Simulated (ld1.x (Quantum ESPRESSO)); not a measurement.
u(r) = r·R(r): atom against pseudo-atom (bismuth (Bi))

Columns: radius, all-electron u(r) and pseudo u(r) of the 5d shell (level -28.97 eV) of bismuth in the configuration [Xe] 4f14 5d10 6s2 6p2.75; PBE, scalar-relativistic, TM scheme, ld1.x (Quantum ESPRESSO) 7.5.

```json
{"r (bohr)": "0.103", "all-electron": "0.3528", "pseudo": "0.0049"}
{"r (bohr)": "0.205", "all-electron": "-0.1564", "pseudo": "0.0367"}
{"r (bohr)": "0.308", "all-electron": "-0.5153", "pseudo": "0.1149"}
{"r (bohr)": "0.410", "all-electron": "-0.3702", "pseudo": "0.2427"}
{"r (bohr)": "0.513", "all-electron": "0.0067", "pseudo": "0.4112"}
{"r (bohr)": "0.615", "all-electron": "0.3891", "pseudo": "0.5934"}
{"r (bohr)": "0.718", "all-electron": "0.6902", "pseudo": "0.7645"}
{"r (bohr)": "0.820", "all-electron": "0.8843", "pseudo": "0.8971"}
{"r (bohr)": "0.923", "all-electron": "0.9872", "pseudo": "0.9801"}
{"r (bohr)": "1.025", "all-electron": "1.0184", "pseudo": "1.0103"}
{"r (bohr)": "1.128", "all-electron": "1.0008", "pseudo": "0.9964"}
{"r (bohr)": "1.230", "all-electron": "0.9522", "pseudo": "0.9507"}
{"r (bohr)": "1.332", "all-electron": "0.8859", "pseudo": "0.8855"}
{"r (bohr)": "1.435", "all-electron": "0.8102", "pseudo": "0.8102"}
{"r (bohr)": "1.538", "all-electron": "0.7321", "pseudo": "0.7321"}
{"r (bohr)": "1.640", "all-electron": "0.6564", "pseudo": "0.6564"}
{"r (bohr)": "1.743", "all-electron": "0.5838", "pseudo": "0.5838"}
{"r (bohr)": "1.845", "all-electron": "0.5171", "pseudo": "0.5171"}
{"r (bohr)": "1.948", "all-electron": "0.4556", "pseudo": "0.4556"}
{"r (bohr)": "2.050", "all-electron": "0.4006", "pseudo": "0.4006"}
{"r (bohr)": "2.153", "all-electron": "0.3509", "pseudo": "0.3509"}
{"r (bohr)": "2.255", "all-electron": "0.3071", "pseudo": "0.3071"}
{"r (bohr)": "2.358", "all-electron": "0.2679", "pseudo": "0.2679"}
{"r (bohr)": "2.460", "all-electron": "0.2337", "pseudo": "0.2337"}
{"r (bohr)": "2.562", "all-electron": "0.2036", "pseudo": "0.2036"}
{"r (bohr)": "2.665", "all-electron": "0.1769", "pseudo": "0.1769"}
```

Task: How many radial nodes do the two functions have?

Result: The all-electron 5d function has n − l − 1 = 2; the pseudo-wave has 0, since the states of the same l below it are removed with the core.

Task: At about which radius was the pseudo-wave matched?

Result: 1.60 bohr. The columns agree to 0.0005 from 1.33 bohr on; several derivatives are matched, so the curves merge somewhat inside the radius.

Task: Is the pseudo-wave norm-conserving?

Result: Yes: the TM scheme keeps the norm inside the radius equal to the all-electron one, which fixes the energy derivative of the logarithmic derivative at the level.
